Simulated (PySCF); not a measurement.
**Telling isomers of C7H14O2Si apart by NMR**

- PBE0/pcSseg-1 with gauge-including orbitals
- GFN2-xTB geometry
- code: PySCF 2.14.0 with density-fitted response routines
- one conformer, non-relativistic Hamiltonian, isolated molecule, rapidly exchanging positions averaged

Scale: TMS for 1H, 13C (reference shieldings calculated alike). Where no couplings were computed, multiplicities follow the n + 1 count of equivalent neighbours, and m marks all less simple cases (inequivalent or close neighbours, rings, F or P nearby). Shifts are as computed. Against solution values, carbons near 30 ppm lie about +3 ppm off and those near 130 ppm about +5 ppm. Of 1309 compounds with measured shifts, 239 miss one by over three times the rms of a fit or turn the order of signals round; such compounds aren't used in these exercises.

(1) Tabulate the signals of `COCC(=O)/C=C/[SiH](C)C`, `CC(=O)O[SiH2]C(C)=C(C)C` and their relative energies.

(2) What is the quickest way to tell COCC(=O)/C=C/[SiH](C)C from CC(=O)O[SiH2]C(C)=C(C)C?

## Answers

(1) 
| SMILES | carbon types | δC | δH | E rel. (kcal/mol) |
| --- | --- | --- | --- | --- |
| COCC(=O)/C=C/[SiH](C)C | 1×C 2×CH 1×CH2 3×CH3 | 205.1, 159.0, 142.7, 83.2, 60.3, -2.5 | 7.88 (m, 1H), 7.55 (d, 1H), 4.64 (m, 1H), 4.07 (s, 2H), 3.38 (s, 3H), 0.24 (d, 6H) | 39.2 |
| CC(=O)O[SiH2]C(C)=C(C)C | 3×C 4×CH3 | 177.2, 155.3, 129.5, 29.2, 24.9, 23.4, 17.9 | 5.21 (s, 2H), 2.21 (s, 3H), 1.80 (s, 3H), 1.80 (s, 3H), 1.63 (s, 3H) | 0.0 |

Energies are electronic energies at PBE0/pcSseg-1 on these geometries, without zero-point or thermal terms, each for the one conformer computed, which needn't be the lowest.

(2) Count the carbon signals: 6 against 7. The first has a β carbon of a C=C–C=O unit (CH) at 159.0 ppm, the second a fully substituted alkene carbon (C) at 129.5 ppm. Their most deshielded carbons lie at 205.1 and 177.2 ppm. In the proton spectra the most deshielded non-exchanging signals are 7.88 (m, 1H) and 5.21 (s, 2H).
